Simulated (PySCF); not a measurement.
Isomers C4H6FNSi:

A. `C(=C\C#N)/[C@H](F)[SiH3]`
B. SMILES N#C[SiH2]/C(C)=C\F
C. SMILES C(=C(/C)[SiH2]C#N)/F
D. SMILES N[Si@H](C#C)C(=C)F
E. SMILES F/C(=C(\C)[SiH3])C#N

Spectrum 1. ¹³C{¹H} NMR (computed): δ 145.0 (C), 137.0 (C), 117.9 (C), 18.0 (CH3).

Spectrum 2. ¹³C{¹H} NMR (computed): δ 160.7 (CH), 122.3 (C), 101.5 (CH), 92.6 (CH).

Spectrum 3. ¹³C{¹H} NMR (computed): δ 180.3 (C), 114.7 (CH2), 101.4 (CH), 89.4 (C).

Spectrum 4. ¹³C{¹H} NMR (computed): δ 163.5 (CH), 122.8 (C), 112.9 (C), 12.9 (CH3).

Spectrum 5. ¹³C{¹H} NMR (computed): δ 166.3 (CH), 123.1 (C), 111.5 (C), 16.9 (CH3).

Computed data (PySCF 2.14.0 with density-fitted response routines): GFN2-xTB geometry, PBE0/pcSseg-1 with gauge-including orbitals. One conformer, non-relativistic Hamiltonian, fast rotation and ring inversion assumed for equivalent nuclei, no solvent.

Chemical shifts δ = σref − σ; ¹³C (186.93 ppm) against TMS, all at this level. Splittings of carbon signals by F and P are missing where no couplings were computed. Shifts are as computed. Against solution values, carbons near 30 ppm lie about +3 ppm off and those near 130 ppm about +5 ppm. Of 1309 compounds with measured shifts, 239 miss one by over three times the rms of a fit or turn the order of signals round; such compounds aren't used in these exercises.

Question: Which spectrum belongs to which compound?

Answer: 1–E, 2–A, 3–D, 4–C, 5–B.

- Spectrum 1 (E): 4 ¹³C signals; δC 145.0 is a fully substituted alkene carbon; δC 137.0 is a fully substituted alkene carbon.
- Spectrum 2 (A): 4 ¹³C signals; δC 160.7 is an alkene CH; δC 122.3 is a nitrile carbon.
- Spectrum 3 (D): 4 ¹³C signals; δC 114.7 is a terminal =CH2 carbon; δC 101.4 is a terminal alkyne carbon.
- Spectrum 4 (C): 4 ¹³C signals; δC 163.5 is an alkene CH; δC 122.8 is a nitrile carbon.
- Spectrum 5 (B): 4 ¹³C signals; δC 123.1 is a nitrile carbon; δC 111.5 is a fully substituted alkene carbon.
